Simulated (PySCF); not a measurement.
# One molecule, several mistakes: BC2H8Si cation

Calculated results; nothing here was measured. The program is PySCF 2.14.0, an open-source quantum chemistry code, run on an isolated molecule that a program drew, which may never have been made. The molecule is BC2H8Si cation (charge +1, singlet), drawn as the SMILES string `C[B+][SiH2]C`.

Each row is a Hartree-Fock (HF) and frozen-core CCSD(T) single point in the cc-pV(D+d)Z basis, meant for a local HF minimum. Run 1 is clean. Each other run has one planted mistake out of seven kinds, and not every kind appears here: one electron removed, one electron added, multiplicity raised by two, geometry at a saddle point, minimal basis STO-3G, one bond length entered in bohr, all coordinates scaled. The reference is restricted for singlets and unrestricted otherwise, and also for a bond in bohr. Adding or removing an electron swaps singlet and doublet. Electrons count all cores. HOMO and LUMO are orbital energies over both spins, the gradient is its largest component, and the lowest frequency (negative if imaginary) is given only where the gradient is small. Bond lengths are over the 11 bonds as drawn. T1 is the CCSD diagnostic: over 0.02 (restricted) or 0.045 (unrestricted) a single reference is doubtful.

Geometry of the clean run:
```xyz
12
BC2H8Si cation, angstrom
C     0.1967   -0.5544   -2.7525
B     0.1692   -0.8036   -1.2779
Si    0.1691   -1.1460    0.7741
C    -1.5913   -1.4014    1.3371
H    -0.3504    0.3674   -2.9882
H    -0.2692   -1.3935   -3.2847
H     1.2353   -0.4493   -3.0923
H     1.0474   -2.3255    0.8677
H     0.8272    0.0763    1.2684
H    -2.0468   -2.2702    0.8581
H    -1.5810   -1.5796    2.4158
H    -2.2080   -0.5208    1.1484
```

| run | electrons | basis functions | <S^2> | HOMO (eV) | LUMO (eV) | gradient (hartree/bohr) | lowest frequency (cm^-1) | mean bond (Å) | longest bond (Å) | T1 | HF (hartree) | CCSD(T) (hartree) | mistake |
|---|---|---|---|---|---|---|---|---|---|---|---|---|---|
| 1 | 38 | 105 | 0.000 | -17.28 | -4.20 | 3.6e-05 | 23 | 1.3598 | 2.080 | 0.0131 | -393.74404 | -394.26472 | no fault |
| 2 | 38 | 105 | 0.000 | -17.63 | -4.14 | 3.4e-02 | - | 1.3068 | 1.999 | 0.0129 | -393.72719 | -394.24293 | all coordinates scaled |
| 3 | 39 | 105 | 0.765 | -6.53 | 2.34 | 6.1e-02 | - | 1.3598 | 2.080 | 0.0118 | -393.93970 | -394.47393 | one electron added |
| 4 | 38 | 32 | 0.000 | -16.18 | -1.38 | 3.5e-02 | - | 1.3598 | 2.080 | 0.0089 | -389.23315 | -389.46965 | minimal basis STO-3G |
| 5 | 38 | 105 | 2.011 | -13.95 | -7.82 | 5.6e-02 | - | 1.3598 | 2.080 | 0.0220 | -393.59825 | -394.10611 | multiplicity raised by two |
| 6 | 37 | 105 | 0.759 | -23.34 | -14.11 | 1.3e-01 | - | 1.3598 | 2.080 | 0.0173 | -393.16981 | -393.66034 | ? |

**Which mistake was planted in run 6, and what did it cost?**

It counts 37 electrons, one fewer than the clean run, at the same geometry and basis. So the mistake is: one electron removed. Subtracting run 1 and multiplying by 627.51 kcal/mol a hartree, the energy moved by 360.3 kcal/mol in HF and 379.3 kcal/mol in CCSD(T).

